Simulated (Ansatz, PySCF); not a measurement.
Reaction R1 + R2 → P1 + P2, each structure at its B3LYP-D3(BJ)/def2-TZVP stationary point, reached from a drawn start (curvature not checked).
R1: Cl2O2W (SMILES [O]=[W](=[O])([Cl])[Cl]), charge 0, multiplicity 1.
P1: ClHO2W (SMILES [O]=[WH](=[O])[Cl]), charge 0, multiplicity 1.
R2, H2 (SMILES [H][H]) (charge 0, multiplicity 1):
```xyz
2

H      0.00000     0.00000     0.37199
H      0.00000     0.00000    -0.37199
```
P2, HCl (SMILES Cl) (charge 0, multiplicity 1):
```xyz
2

Cl     0.0000     0.0000     0.6410
H      0.0000     0.0000    -0.6410
```

P less R. No zero-point or thermal terms; no spin–orbit coupling.

Frozen-core correlation throughout.

The values were computed with Ansatz (Gaussian basis) for Hartree–Fock, density functionals and correlated methods; PySCF for the D3/D4 terms. No computed number here is a measurement. Elements past Kr take the def2 small-core potentials, without spin–orbit coupling.

| level | reaction energy (eV) |
|---|---|
| HF/def2-SVP | 0.896 |
| BLYP/def2-TZVPP | 1.182 |
| revPBE/def2-TZVPP | 1.206 |
| revPBE-D4/def2-TZVPP | 1.294 |
| B3LYP-D3(BJ)/def2-TZVPP | 1.222 |
| B2PLYP-D3(BJ)/def2-TZVPP | 1.291 |
| SCS-MP2/def2-QZVPP | 1.287 |
| CCSD/def2-SVP | … |
| CCSD(T)/def2-TZVPP | … |

Fill in the missing entries.


- CCSD/def2-SVP, reaction energy (eV): 1.040
- CCSD(T)/def2-TZVPP, reaction energy (eV): 1.167

Ansatz is a program for electronic structure.
